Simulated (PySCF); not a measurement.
C2H9FSi3. Atoms are numbered in the order given.

```xyz
15

F      1.6642     1.5859     0.8404
Si     1.0887     0.7638    -0.4565
C      1.2121    -1.0855    -0.1037
Si    -0.3871    -1.6504     0.7490
C     -1.7761    -0.7877    -0.2154
Si    -1.2602     1.0125    -0.5820
H      1.9086     1.1845    -1.6286
H      1.2927    -1.6115    -1.0732
H      2.1184    -1.3270     0.4759
H     -0.5366    -3.1360     0.7444
H     -0.3902    -1.1754     2.1645
H     -1.9005    -1.3129    -1.1791
H     -2.7435    -0.8404     0.3092
H     -1.7424     1.9328     0.4897
H     -1.7815     1.4904    -1.8974
```
Charge 0, spin multiplicity 1.

The structure is a stationary point at B3LYP-D3(BJ)/def2-SVP. The structure was generated by enumeration; whether it is a known compound was not checked. One conformer was computed; it need not be the lowest.

These are PBE/def2-TZVP run with PySCF values and carry that method's errors.

Isolated molecule, no solvent.

Computed frontier levels, gap, dipole moment and polarisability:
* **highest occupied level**: -6.58 eV
* **lowest empty level**: -1.48 eV
* **orbital gap**: 5.10 eV
* **dipole moment**: 2.12 D
* **quadrupole, principal values (traceless, Buckingham form, about the centre of nuclear charge)**: -4.08, -0.32, 4.40 D·Å
* **mean static polarisability**: 103.5 bohr³ (15.34 Å³)
* **polarisability, principal values**: 86.0, 108.5, 116.2 bohr³
